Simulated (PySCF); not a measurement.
C₄H₁₀GeO.
SMILES with atom numbers: `[CH2:1]=[CH:2][C@@H:3]([GeH3:4])[O:5][CH3:6]` (hydrogens: H7, H8 on C1; H9 on C2; H10 on C3; H11, H12, H13 on Ge4; H14, H15, H16 on C6)

Geometry (PBE0-D3(BJ)/def2-SVP, Å), atoms numbered from 1 in this order:
```xyz
16
C4H10GeO angstrom
C      2.234   -1.262    0.097
C      1.230   -0.571   -0.449
C      0.227    0.239    0.305
Ge     0.632    2.175    0.155
O     -1.082    0.107   -0.194
C     -1.650   -1.152    0.033
H      2.969   -1.783   -0.522
H      2.363   -1.321    1.183
H      1.124   -0.533   -1.541
H      0.268   -0.023    1.383
H      0.633    2.573   -1.331
H     -0.443    2.976    0.910
H      2.019    2.454    0.766
H     -1.721   -1.378    1.115
H     -1.071   -1.964   -0.446
H     -2.663   -1.141   -0.392
```

The closed-shell ground state was solved at several levels (PySCF, density fitting, gas phase). The calculation is non-relativistic and has no spin–orbit coupling, an omission that weighs most on germanium.

```csv
level,basis functions,HOMO (eV),LUMO (eV),gap (eV),dipole (D)
B3LYP/pcSseg-1,176,-7.07,-0.38,6.69,1.38
PBE0/pcSseg-1,176,-7.29,-0.17,7.12,1.40
wB97X-D/def2-SVPD,221,-9.11,1.49,10.60,1.40
```

(1) What might B3LYP/pcJ-1 (pcSseg-1 on Ge) (276 basis functions) give for the same quantities?

(2) How far do the dipole and the HOMO energy spread over the levels?

## Answers

(1) HOMO -7.07 eV, LUMO -0.38 eV, gap 6.69 eV, dipole 1.41 D.

(2) The dipole runs from 1.38 to 1.41 D (mean 1.40 D) and the HOMO from -9.11 to -7.07 eV.

One conformer stands for the species.
